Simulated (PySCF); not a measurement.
CHF₂, SMILES F[CH]F (connectivity only; charge and spin as stated), charge +1, multiplicity 1. Geometry optimised at PBE-D3(BJ)/def2-TZVP. The spin state was assumed, not searched. The isomer is the one that the SMILES or the coordinates give; other isomers of the formula were not compared.

Computed with PBE-D3(BJ)/def2-TZVP (PySCF).

Harmonic wavenumbers (cm⁻¹): 646, 1032, 1265, 1340, 1578, 3053. Rotational constants (GHz): 80.92, 11.69, 10.21; symmetry number 2.

Q: Work out the zero-point energy and the ideal-gas rigid-rotor harmonic-oscillator thermochemistry at 298.15 K and 1 atm.

A: ZPE = ½ Σ hcν = ½ × 8914 cm⁻¹ = 12.74 kcal/mol. H − E(el) = 15.24 kcal/mol. Entropy in cal/(mol K): translation 37.71, rotation 19.66, vibration 0.52, total 57.89. G − E(el) = -2.02 kcal/mol. Cp = 9.58 cal/(mol K).
